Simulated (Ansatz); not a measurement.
diisopropyl selenide (C₆H₁₄Se), singlet, geometry from GFN2-xTB; B3LYP5/STO-3G in Ansatz (a program for electronic structure).

The Ansatz input:
Ansatz 0.2 input:
```yaml
crystal:
  periodic: [false, false, false]
  atoms:
    - {symbol: C, position_ang: [1.86446653, 1.29407804, 0.80317924]}
    - {symbol: C, position_ang: [1.50690558, -0.17259937, 0.65139770]}
    - {symbol: C, position_ang: [2.68489215, -0.99790827, 0.16360737]}
    - {symbol: Se, position_ang: [-0.00341687, -0.41315183, -0.64432887]}
    - {symbol: C, position_ang: [-1.48670476, 0.35052891, 0.47190419]}
    - {symbol: C, position_ang: [-1.91146264, 1.70546761, -0.06583612]}
    - {symbol: C, position_ang: [-2.64416304, -0.63203627, 0.51247011]}
    - {symbol: H, position_ang: [2.19116429, 1.70310963, -0.15088233]}
    - {symbol: H, position_ang: [2.67491464, 1.40507664, 1.52279648]}
    - {symbol: H, position_ang: [1.01422512, 1.87378939, 1.15742322]}
    - {symbol: H, position_ang: [1.13115908, -0.57491929, 1.59824306]}
    - {symbol: H, position_ang: [2.40312917, -2.04381665, 0.05518323]}
    - {symbol: H, position_ang: [3.50766455, -0.92945013, 0.87370971]}
    - {symbol: H, position_ang: [3.02915302, -0.63217163, -0.80266792]}
    - {symbol: H, position_ang: [-1.04753119, 0.45505650, 1.46887565]}
    - {symbol: H, position_ang: [-1.06670254, 2.38915777, -0.11779913]}
    - {symbol: H, position_ang: [-2.32805585, 1.59998211, -1.06575793]}
    - {symbol: H, position_ang: [-2.67131268, 2.14223315, 0.58145157]}
    - {symbol: H, position_ang: [-2.31920383, -1.59481014, 0.90161164]}
    - {symbol: H, position_ang: [-3.04810621, -0.78347580, -0.48724072]}
    - {symbol: H, position_ang: [-3.43792651, -0.24778338, 1.15189977]}
basis:
  gaussian:
    orbitals: STO-3G
hamiltonian:
  xc: b3lyp5
accuracy: high
```

What the program printed (banner, timings and long lists left out):

```
Functional definition: B3LYP5
1289 factors; integrals over basis functions are off by at most 7.2e-9 eV
mean field evaluation 1: about -70989.0128 eV, gradient 1.2e1 eV
mean field evaluation 2: about -70988.8943 eV, gradient 1.4e1 eV
mean field evaluation 4: about -70989.5545 eV, gradient 4.5e-1 eV
mean field evaluation 8: about -70989.4754 eV, gradient 4.1e-3 eV
mean field evaluation 16: about -70989.4754 eV, gradient 9.3e-8 eV
mean field -70989.47544745 eV, -2608.8151042990 hartree, gradient 1.5e-8 eV, S^2 0.000000; 0 other end points of the search recorded, 0 dependent functions left out
reference -70989.47549436 eV, -2608.8151060231 hartree; 42, 42 occupied and 20, 20 virtual orbitals, 1289 factors
Total energy: -70989.47549436 eV, -2608.8151060231 hartree
```
